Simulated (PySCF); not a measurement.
## Steps of a relaxation of Dy(BH4)2

Dy(BH4)2 (singlet in the valence; each metal's 4f electrons, 10 of them, lie in its core potential, out of spins and levels). PySCF 2.14.0, RKS PBE0, Dy lcecp-0-SVP with ECP56, B def2-SVP, H def2-SVP; non-relativistic Hamiltonian with scalar-relativistic core potentials where named; density fitting; no spin-orbit coupling. Origin of the start: template. Columns: position (Å) and force (eV/Å). Energies are counted from the last step; some of the 22 steps are shown. Forces carry noise of the integration grid, about 0.01 to 0.03 eV/Å.

Run from Python with OMP_NUM_THREADS=2. Where DIIS fails, smearing, a level shift and second-order steps follow.
It took 66 s on 2 threads of Arm Neoverse V2, on a shared host, from the converged density of the start.

```xyz
11
step 0  E = 0.174 eV
Dy    0.0000    0.0000   -0.1652     0.00    0.00    0.74
B     2.3832    0.0000    0.9014    -0.07   -0.02   -0.01
H     3.4785    0.0000    1.3915     0.27    0.01    0.12
H     1.6631   -0.8335    1.4923    -0.22    0.04   -0.17
H     2.4687   -0.3051   -0.3078    -0.24   -0.01   -0.17
H     1.8789    1.1386    1.0099    -0.25   -0.02   -0.14
B    -2.3832    0.0000    0.9014     0.07    0.02   -0.01
H    -3.4785    0.0000    1.3915    -0.27   -0.01    0.12
H    -1.6631    0.8335    1.4923     0.22   -0.04   -0.17
H    -2.4687    0.3051   -0.3078     0.24    0.01   -0.17
H    -1.8789   -1.1386    1.0099     0.25    0.02   -0.14
```

```xyz
11
step 7  E = 0.047 eV
Dy    0.0000    0.0000    0.1310     0.00    0.00   -0.02
B     2.4314   -0.0008    0.8736     0.15   -0.04    0.14
H     3.5745   -0.0016    1.2566     0.12    0.01    0.03
H     1.7438   -0.8334    1.5098    -0.01   -0.01   -0.03
H     2.3501   -0.2899   -0.3376    -0.06   -0.02   -0.11
H     1.8977    1.1181    1.0369    -0.03    0.05   -0.02
B    -2.4314    0.0008    0.8737    -0.15    0.04    0.14
H    -3.5746    0.0017    1.2564    -0.12   -0.01    0.03
H    -1.7438    0.8334    1.5100     0.01    0.01   -0.03
H    -2.3500    0.2899   -0.3376     0.06    0.02   -0.11
H    -1.8977   -1.1182    1.0370     0.03   -0.05   -0.02
```

```xyz
11
step 14  E = 0.004 eV
Dy   -0.0001    0.0000    0.6330     0.00    0.00    0.01
B     2.5716   -0.0001    0.8205    -0.08    0.00    0.04
H     3.7784   -0.0052    0.9113    -0.01   -0.01    0.02
H     2.0268   -0.8176    1.6068     0.07    0.02   -0.01
H     2.1877   -0.3023   -0.3339    -0.02   -0.01   -0.04
H     2.0828    1.1265    1.0836     0.01    0.00   -0.01
B    -2.5716    0.0001    0.8205     0.08    0.00    0.04
H    -3.7784    0.0052    0.9114     0.01    0.01    0.02
H    -2.0267    0.8176    1.6067    -0.07   -0.02   -0.01
H    -2.1878    0.3023   -0.3339     0.02    0.01   -0.04
H    -2.0827   -1.1265    1.0836    -0.01    0.00   -0.01
```

**Question.** Where does the relaxation end?

**Answer.** It converges at step 21 in D3:
```xyz
11
step 21  E = 0
Dy    0.0001    0.0000    0.8126
B     2.5725   -0.0021    0.7987
H     3.7829    0.0013    0.7953
H     2.1080   -0.7928    1.6559
H     2.0988   -0.3474   -0.3111
H     2.1055    1.1329    1.0597
B    -2.5725    0.0021    0.7987
H    -3.7828   -0.0013    0.7952
H    -2.1080    0.7928    1.6560
H    -2.0989    0.3474   -0.3111
H    -2.1056   -1.1329    1.0597
```

**Question.** How did the contacts change?

**Answer.** 
```csv
contact,start (Å),end (Å)
Dy1–H6 (BH4),2.491,2.404
Dy1–H11 (BH4),2.491,2.404
```


An lcecp potential fixes the number of 4f electrons, so in runs with it no electron can move into or out of that shell; real Dy(II) is rare or takes another configuration.
